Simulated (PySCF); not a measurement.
Mg(H)(Et) (C₂H₆Mg), SMILES C[CH2][MgH]. Geometry optimised at TPSSh-D3(BJ)/def2-TZVP.

Computed equilibrium geometry at TPSSh-D3(BJ)/def2-TZVP (PySCF confirms it by a frequency run) as Cartesian coordinates in Å, and its point group:
point group Cs.
```xyz
9

Mg    -0.0934    -1.4424     0.0000
H     -0.6925    -3.0455     0.0000
C      0.6388     0.5358     0.0000
C     -0.4181     1.6575     0.0000
H      1.2982     0.6645    -0.8699
H      1.2982     0.6645     0.8699
H     -1.0690     1.6038     0.8790
H     -1.0690     1.6038    -0.8790
H      0.0312     2.6584     0.0000
```
